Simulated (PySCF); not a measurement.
Compound: C₅H₁₀OSSi.
SMILES with atom numbers: `[O:1]=[CH:2][C@H:3]1[CH2:4][SiH2:5][CH2:6][S:7][CH2:8]1`

NICS = −σ at a ghost point: NICS(0) at the centroid of the ring atoms, NICS(1) 1 Å to either side along the normal of their mean plane, zz for the tensor component along that normal. Level: GIAO PBE0/pcSseg-1 (PySCF, non-relativistic, gas phase) on the GFN2-xTB geometry, one conformer.

Ring bond lengths (Å), with Mayer bond orders in brackets: C3–C4 1.517 (1.01), C4–Si5 1.913 (0.88), Si5–C6 1.934 (0.80), C6–S7 1.801 (0.95), S7–C8 1.832 (0.98), C8–C3 1.522 (0.96).

Task: Give the NICS values of each ring in ppm.

Result: 
```csv
ring,type,NICS(0),"NICS(1), two faces","NICS(1)zz, two faces",rms pucker (Å),"centre to ring atoms, mean (Å)"
C3–C4–Si5–C6–S7–C8,6-membered ring with S and Si; formal bonds all single,-2.7,-2.6 / -7.7,2.2 / -9.2,0.30,1.66
```

Task: What can be read from them?

Result: 
- C3–C4–Si5–C6–S7–C8: mean NICS(1)zz -3.5 ppm, shielded. C3, C4, Si5, C6, C8 have four or more neighbours, and the NICS criterion for π rings isn't applied. The two faces differ by 11.4 ppm, so no symmetry operation interchanges them.

Task: At the first NICS(1) probe listed for ring C3–C4–Si5–C6–S7–C8, 1 Å off the ring, how large is the induced field along the normal in 1 T applied along it?

Result: NICSzz × B0 = 2.2 ppm × 1 T = 2 μT, along the applied field.

Task: List the ring angles and the Hirshfeld charges of the ring atoms.

Result: 
- C3–C4–Si5–C6–S7–C8: C3 111.8° (-0.042 e), C4 108.0° (-0.167 e), Si5 108.2° (+0.297 e), C6 116.2° (-0.164 e), S7 101.0° (+0.096 e), C8 101.8° (-0.063 e); sum 647.0° against 720° for a flat convex ring.
